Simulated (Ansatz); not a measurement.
selenium dioxide (O2Se), SMILES O=[Se]=O.

Coordinates come from a ωB97X-D3(BJ)/def2-TZVP optimisation.

Two levels are set side by side: PBE/def2-TZVPD (Ansatz, a program for electronic structure) and PBE0/def2-TZVPD (Ansatz). Energy differences of separate SCF runs at the same geometry; the states with an electron removed or added have multiplicity 2 and 2. Differences are taken from unrounded values.

```csv
quantity,PBE0,PBE,PBE minus PBE0
vertical ionisation energy (eV),11.80,11.55,-0.25
vertical electron affinity (eV),1.75,1.46,-0.29
vertical singlet–triplet gap (eV),2.35,2.50,0.15
```
